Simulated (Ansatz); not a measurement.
Si2O2. Charge 0, multiplicity 3. Geometry PBE0-D4/def2-TZVP; atoms count from 1.

```xyz
4

Si    0.467    1.031    0.443
Si   -0.463   -1.020   -0.438
O     1.061   -0.513    0.058
O    -1.065    0.503   -0.063
```

At PBE0-D4/def2-TZVP a singlet of charge 0 lies 2.46 eV below the triplet, each at its own geometry. The structure comes from a short search, and lower isomers may exist.

(1) Estimate the Mulliken populations from the PBE0/def2-TZVP orbitals of Ansatz.

(2) Where does the spin sit?

(3) And the Mayer bond orders between bonded heavy atoms (over 0.3)?

Answers

(1) 
| atom | charge (e) | spin (α − β) |
| --- | --- | --- |
| Si1 | 0.30 | 1.42 |
| Si2 | 0.43 | 0.36 |
| O3 | -0.36 | 0.11 |
| O4 | -0.36 | 0.11 |
Mulliken values and Mayer orders depend strongly on the basis.

(2) Summed by element: Si 1.78, O 0.22, of 2 unpaired in all. Largest on single atoms: Si1 1.42, Si2 0.36, O3 0.11.

(3) Si1–Si2 0.56 (2.42 Å); Si1–O3 1.05 (1.70 Å); Si1–O4 1.05 (1.70 Å); Si2–O3 1.12 (1.68 Å); Si2–O4 1.12 (1.68 Å).
